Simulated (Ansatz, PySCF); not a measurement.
The pair A = SiH4 (SMILES [SiH4]) (first 5 atoms), B = C3H4 (SMILES C=C=C); geometry from B3LYP-D3(BJ)/def2-TZVP.
(charge 0, multiplicity 1):
| atom | x (Å) | y (Å) | z (Å) |
|---|---|---|---|
| Si | -0.1806 | -0.0308 | 0.1096 |
| H | -0.6413 | -1.4251 | 0.2873 |
| H | -1.0414 | 0.8864 | 0.8881 |
| H | -0.2671 | 0.3286 | -1.3262 |
| H | 1.2230 | 0.0972 | 0.5575 |
| C | 0.0962 | -1.2606 | 3.5112 |
| C | 0.1308 | 0.0200 | 3.7337 |
| C | 0.1634 | 1.3021 | 3.9429 |
| H | 0.9793 | -1.7992 | 3.1873 |
| H | -0.8162 | -1.8308 | 3.6418 |
| H | 0.4048 | 1.7088 | 4.9181 |
| H | -0.0510 | 2.0043 | 3.1455 |

Rows in 6-31G* carry no dispersion term and start afresh at each structure (6-31G* with six Cartesian d functions).

Codes used: Ansatz (an electronic-structure program) with Gaussian orbitals; PySCF for 6-31G* rows. 

Total energies (hartree), monomers frozen at their geometry in the pair:

| structure | HF/6-31G* | HF/aug-cc-pV(D+d)Z | PBE/def2-TZVPPD |
|---|---|---|---|
| AB | -407.0854398 | -407.1259880 | -408.2631067 |
| A in the pair's basis | -291.2252903 | -291.2506300 | -291.7217414 |
| B in the pair's basis | -115.8619422 | -115.8771058 | -116.5407608 |
| A | -291.2250767 | -291.2503032 | -291.7217005 |
| B | -115.8608504 | -115.8768386 | -116.5406885 |

**Question.** Work out the interaction energy without and with the counterpoise correction, and the superposition error, for each level.

**Answer.** 
E(AB) − E(A) − E(B), times 627.509 kcal/mol, with the monomers in their own basis and then in the pair's basis:
- HF/6-31G*: 0.31 uncorrected, 1.12 corrected; the monomers gain 0.82 kcal/mol from borrowed functions
- HF/aug-cc-pV(D+d)Z: 0.72 uncorrected, 1.10 corrected; the monomers gain 0.37 kcal/mol from borrowed functions
- PBE/def2-TZVPPD: -0.45 uncorrected, -0.38 corrected; the monomers gain 0.07 kcal/mol from borrowed functions
